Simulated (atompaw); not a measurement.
## How hard is this P (Z = 15) PAW (atompaw) potential?

phosphorus, PAW, made with atompaw 4.2.0.5 (PBE, scalar-relativistic). Core [Ne], reference 3s1.5 3p3.5. Waves: 3s (bound): rc 1.35 bohr; 3s channel at 0.9 Ry: rc 1.30 bohr; 3p (bound): rc 1.35 bohr; 3p channel at 0.6 Ry: rc 1.35 bohr; 3d channel at 0.4 Ry: rc 1.35 bohr; 3d channel at 0.75 Ry: rc 1.35 bohr. Local part: bessel scheme, radius 1.15 bohr. Core correction: smooth core density matched at 0.80 bohr. Augmentation charge: sinc compensation charge, radius 1.20 bohr; PAW radius 1.35 bohr; waves and projectors: custom rrkj gramschmidtortho.

The pseudo-atom Hamiltonian at the reference potential is diagonalised in spherical Bessel functions j_l(qr) that vanish at 20 bohr, with q² up to the cutoff. All-electron valence levels (Ry): 3s -1.0533, 3p -0.4259.

Question: How do the lowest levels (Ry) of each channel move with the cutoff, and are there ghosts?

Answer:

```csv
cutoff (Ry),s #1,s #2,p #1,p #2,d #1,f #1,Σ f·Δε (mRy)
8,-0.9353,-0.0210,-0.4209,0.0270,0.0639,0.1143,194.7
12,-1.0171,-0.0267,-0.4228,0.0268,0.0637,0.1143,65.5
18,-1.0495,-0.0293,-0.4239,0.0268,0.0635,0.1143,12.9
25,-1.0528,-0.0297,-0.4255,0.0267,0.0634,0.1143,2.6
35,-1.0530,-0.0297,-0.4259,0.0267,0.0633,0.1143,0.8
45,-1.0532,-0.0297,-0.4259,0.0267,0.0633,0.1143,0.4
400,-1.0533,-0.0297,-0.4260,0.0267,0.0633,0.1143,0.0
```

Result: no extra level below or beside the all-electron valence levels (s, p, d, f tested); 10 mRy is reached at 21 Ry and 1 mRy at 35 Ry.
